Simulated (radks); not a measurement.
The titanium ion Ti3+, configuration [Ar] 3d0.5 4p0.5 (fractional occupations, a model configuration).

Method: scalar-relativistic Kohn-Sham, PBE, spin-polarised, spherical densities, finite nucleus; open shells are filled with parallel spins first; Fermi nuclear charge, rms radius 3.5921 fm; computed with a radial shooting solver on a logarithmic mesh with Libxc functionals.

Energy parts (hartree):
part                       energy
total                  -851.54066
kinetic                 858.80075
electron-nucleus      -1998.58115
Hartree                 329.13965
exchange-correlation    -40.89991

Orbitals (lengths in bohr, moments of r in powers of bohr; r(max) is where P^2 peaks):
| orbital | occ. | eigenvalue (hartree) | <r^2> | <1/r> | r(max) | <r^4> |
|---|---|---|---|---|---|---|
| 1s up | 1 | -180.3238 | 0.006514 | 21.80 | 0.04555 | 0.0001092 |
| 1s down | 1 | -180.3230 | 0.006514 | 21.80 | 0.04555 | 0.0001092 |
| 2s up | 1 | -21.17275 | 0.1249 | 4.546 | 0.2689 | 0.02746 |
| 2s down | 1 | -21.16475 | 0.1248 | 4.548 | 0.2689 | 0.02742 |
| 2p up | 3 | -17.76287 | 0.1037 | 4.449 | 0.2196 | 0.02217 |
| 2p down | 3 | -17.75616 | 0.1036 | 4.450 | 0.2196 | 0.02212 |
| 3s up | 1 | -3.65578 | 1.115 | 1.426 | 0.8620 | 1.972 |
| 3s down | 1 | -3.63058 | 1.115 | 1.426 | 0.8621 | 1.968 |
| 3p up | 3 | -2.76345 | 1.276 | 1.308 | 0.8886 | 2.738 |
| 3p down | 3 | -2.73799 | 1.274 | 1.308 | 0.8887 | 2.726 |
| 3d up | 0.5 | -1.41885 | 1.825 | 1.043 | 0.9059 | 6.878 |
| 3d down | 0 | -1.39191 | 1.807 | 1.045 | 0.9055 | 6.680 |
| 4s up | 0 | -1.04559 | 7.478 | 0.5181 | 2.348 | 81.59 |
| 4s down | 0 | -1.00268 | 7.231 | 0.5278 | 2.326 | 76.08 |
| 4p up | 0.5 | -0.83759 | 9.569 | 0.4565 | 2.648 | 134.7 |
| 4d up | 0 | -0.55002 | 15.99 | 0.3584 | 3.456 | 379.5 |
| 4f up | 0 | -0.37169 | 23.50 | 0.2492 | 4.103 | 830.7 |

The highest occupied level is 4p up at -22.792 eV. The configuration is held as typed, so some empty levels lie below it. Spin moment in Bohr magnetons: 1. The spin density at the nucleus is -0.1846 e/bohr^3 (1s -0.0257, 2s -0.1821, 3s 0.0231). The density falls to 0.001 e/bohr^3 at r = 3.51 bohr. Summed over all electrons, <r^2> = 16.46 bohr^2, which gives a Langevin (diamagnetic) susceptibility term of -13 x 10^-6 cm^3/mol.
